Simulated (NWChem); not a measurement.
Species: CH3BeCl; SMILES [CH3][Be][Cl]

```xyz
6

Be     0.0000     0.0000     0.4935
Cl     0.0000     0.0000    -1.3198
C      0.0000     0.0000     2.1711
H     -0.8902    -0.4952     2.5816
H      0.0162     1.0185     2.5816
H      0.8739    -0.5233     2.5816
```
Atoms are numbered in this order, from 1.

Program: NWChem. Pople sets run with spherical d functions. The geometry was optimised at B3LYP/6-31G* (spherical d). Vzz is the largest principal value of the second derivative of the potential at the nucleus (NWChem prints the opposite sign); η is the asymmetry. Non-relativistic.

```json
[
 {"level": "Hartree-Fock/def2-SVP", "Vzz Be1 (a.u.)": "-0.202", "η Be1": "0.00", "Vzz Cl2 (a.u.)": "0.823", "η Cl2": "0.00"},
 {"level": "Hartree-Fock/6-31G*", "Vzz Be1 (a.u.)": "-0.222", "η Be1": "0.00", "Vzz Cl2 (a.u.)": "0.928", "η Cl2": "0.00"},
 {"level": "CAM-B3LYP/6-31G*", "Vzz Be1 (a.u.)": "-0.211", "η Be1": "0.00", "Vzz Cl2 (a.u.)": "0.992", "η Cl2": "0.00"},
 {"level": "CAM-B3LYP/def2-TZVP", "Vzz Be1 (a.u.)": "-0.219", "η Be1": "0.00", "Vzz Cl2 (a.u.)": "0.928", "η Cl2": "0.00"}
]
```
